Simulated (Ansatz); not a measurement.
C$_{2}$H$_{6}$FNZn (`C[N](C)[Zn][F]`). Charge 0, multiplicity 1.

```xyz
11

C     0.2987    1.0206   -0.7980
N     0.1476   -0.1742   -0.0112
C    -1.1729   -0.3124    0.5427
Zn    1.5180   -1.2421    0.4311
F     2.8420   -2.3088    0.8238
H     0.1181    1.9340   -0.2084
H    -0.4112    1.0359   -1.6398
H     1.3030    1.0990   -1.2214
H    -1.4361    0.5261    1.2076
H    -1.2709   -1.2326    1.1237
H    -1.9362   -0.3455   -0.2503
```

Question: List the harmonic frequencies (cm⁻¹, unscaled) at PBE0-D4/def2-TZVP in Ansatz. (Estimate.)

Answer: The calculation gave: 39, 100, 137, 223, 255, 260, 313, 540, 700, 1021, 1093, 1117, 1152, 1241, 1305, 1443, 1464, 1468, 1470, 1500, 1517, 2957, 2962, 2989, 3000, 3099, 3100.

Question: Is this a minimum?

Answer: Yes, all 27 modes are real.

Question: Give the ideal-gas thermochemistry at 298.15 K and 1 bar (rigid rotor, harmonic oscillator; point group Cs, symmetry number 1).

Answer: Zero-point energy 218.1 kJ/mol; H(298) − E = 240.1 kJ/mol; entropy 363.5 J/(mol·K), of which translation 169.4, rotation 112.4, vibration 81.6; G(298) − E = 131.8 kJ/mol. Modes under 100 cm⁻¹ are hindered rotations or soft bends, so the harmonic entropy is rough.

Question: And at 400, 500, 600, 800 and 1000 K?

Answer: 
```tsv
T (K)	H − E (kJ/mol)	S (J/mol/K)	G − E (kJ/mol)
400	251.6	396.4	93.0
500	264.5	425.2	51.9
600	279.1	451.7	8.1
800	312.1	499.0	-87.1
1000	349.1	540.2	-191.1
```

Question: Rotational constants (cm⁻¹)?

Answer: 0.3188, 0.0608, 0.05207.
